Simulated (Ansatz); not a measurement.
Compare A (`FC[SiH2][SnH3]`) with its isomer B (`C[SiH](F)[SnH3]`).

Calculated with Ansatz (gas phase, PBE0-D4/def2-TZVP geometries, no zero-point term in ΔE). CCSD(T)/CBS is the MP2 limit (def2-TZVPP, def2-QZVPP) plus CCSD(T) − MP2 in def2-TZVPP, frozen cores. DFT in def2-TZVPP. B3LYP here is the variant with VWN-RPA as its local correlation; programs differ in this. Elements past krypton have def2 core potentials. For Sn outer-core shells are correlated without core-valence functions, which leaves a few kJ/mol of doubt a bond. Each species was taken in one conformer, which may not be the lowest.

Problem. Which is lower in electronic energy at CCSD(T)/CBS, and by how much? (Best estimate.)

Solution. Computed: B, by 244.9 kJ/mol.

Problem. Give E(B) − E(A) in kJ/mol with ωB97M-V, PBE-D4, MP2/def2-TZVPP, PBE0-D4, HF/def2-TZVPP, B2PLYP, B3LYP-D4. (An estimate is asked.)

Solution. Ansatz gave: ωB97M-V -239.0, PBE-D4 -226.5, MP2/def2-TZVPP -251.8, PBE0-D4 -233.0, HF/def2-TZVPP -241.9, B2PLYP -241.8, B3LYP-D4 -235.5. None reverses the order clearly.

Largest T1 diagnostic: 0.013.

From PBE to PBE0 (25 % exact exchange), in def2-TZVPP and without D4, E(B) − E(A) moves by −6.5 kJ/mol.
